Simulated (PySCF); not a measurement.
Sc: electron affinity

Sc⁻ [Ar] 3d2 4s2 (3F) → Sc [Ar] 3d1 4s2 (2D), as a difference of total energies. All numbers are calculated (PySCF 2.14, the spin-free X2C one-electron Hamiltonian (Gaussian nucleus), in x2c-TZVPPall with one added diffuse shell each of s, p, d, f type (7s6p5d3f1g, 80 functions)). Correlated levels: valence and next inner shell: [Ne] frozen. The calculations carry no spin-orbit coupling.

| method | electron affinity (eV) |
| --- | --- |
| UHF | -1.314 |
| MP2 (valence and next inner shell) | -1.116 |
| SCS-MP2 (valence and next inner shell) | -1.329 |
| CCSD (valence and next inner shell) | -0.797 |
| CCSD(T) (valence and next inner shell) | -0.597 |

The configuration of this anion was assumed by filling the next shell in order. It is not the known or likely ground configuration (Ca⁻, Sr⁻ and Ba⁻, for instance, bind a p electron), so these values are not the electron affinity of the element.

A negative affinity means that the anion lies above the atom at that level of theory.

The coupled-cluster amplitudes are large for Sc⁻ (T1 above 0.03 or a double amplitude above 0.15), so a single reference is strained.
